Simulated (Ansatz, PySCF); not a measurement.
B₂F₃, SMILES FB([B]F)F, multiplicity 2. Atoms are numbered in the order given.

```xyz
5

F      2.1804    -0.4489     0.0030
B      1.0987     0.2620     0.0025
B     -0.5640     0.0544    -0.0010
F     -1.2487     0.0774    -1.1335
F     -1.2529     0.0732     1.1290
```
Charge 0, spin multiplicity 2.

Geometry optimised at PBE0-D3(BJ)/def2-SVP. The isomer is the one that the SMILES or the coordinates give; other isomers of the formula were not compared. One conformer was computed; it need not be the lowest.

Two levels are set side by side: PBE-D3(BJ)/def2-SVP (Ansatz, an electronic-structure program) and PBE0-D3(BJ)/def2-SVP (PySCF). Each level has its own optimised geometry; the coordinates shown are those of the second. Frequencies come from the Hessian of PySCF at each geometry. Differences are taken from unrounded values.

| quantity | PBE0-D3(BJ) |
|---|---|
| mean bond length (Å) | 1.404 |
| bond F1–B2 (Å) | 1.294 |
| bond B2–B3 (Å) | 1.676 |
| bond B3–F4 (Å) | 1.324 |
| bond B3–F5 (Å) | 1.324 |
| highest harmonic wavenumber (cm⁻¹) | 1521 |
| mean harmonic wavenumber (cm⁻¹) | 724 |
| zero-point energy (kcal/mol) | 9.31 |

Task: What does PBE-D3(BJ) give, and how far is it from PBE0-D3(BJ)? (Estimate from the structure and the level; the computed values follow.)

Result: 
```tsv
quantity	PBE-D3(BJ)	PBE-D3(BJ) minus PBE0-D3(BJ)
mean bond length (Å)	1.413	0.008
bond F1–B2 (Å)	1.303	0.009
bond B2–B3 (Å)	1.672	-0.004
bond B3–F4 (Å)	1.338	0.014
bond B3–F5 (Å)	1.338	0.014
highest harmonic wavenumber (cm⁻¹)	1486	-34
mean harmonic wavenumber (cm⁻¹)	699	-25
zero-point energy (kcal/mol)	8.99	-0.32
```

GGA bonds tend to be longer and softer than those of functionals with exact exchange. Differences between two approximate levels are no errors against the true value.
